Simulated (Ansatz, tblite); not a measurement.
Forces on the cluster TiO₂ at its r2SCAN-D4/def2-TZVP geometry. Total charge 0; singlet.

The xTB rows come from tblite. The structure holds one bond between oxygen atoms, so isomers without such links may lie far lower. At PBE-D4/def2-TZVP the restricted singlet is unstable: a solution with broken spin symmetry lies lower. The geometry of the singlet was relaxed on an unsound state (restricted singlet, unstable towards broken spin symmetry). At PBE0-D4/def2-TZVP a triplet of charge 0 lies 0.69 eV below the restricted singlet, each at its own geometry. The structure comes from a short search, and lower isomers may exist.

GFN1-xTB (tblite), largest force 2.12 eV/Å:

```xyz
3
positions Å, forces eV/Å
Ti   -0.213   -0.673   -0.820    0.295    0.934    1.137
O     0.584   -0.145    0.681   -1.448    0.842   -1.306
O    -0.371    0.817    0.139    1.153   -1.776    0.169
```

GFN2-xTB (tblite), largest force 1.46 eV/Å:

```
Ti -0.191 -0.605 -0.737
O -0.806 1.210 -0.143
O 0.997 -0.605 0.879
```

PBE-D4/def2-TZVP (Ansatz), largest force 0.32 eV/Å:

```
Ti -0.064 -0.202 -0.246
O 0.121 0.011 0.174
O -0.058 0.191 0.072
```
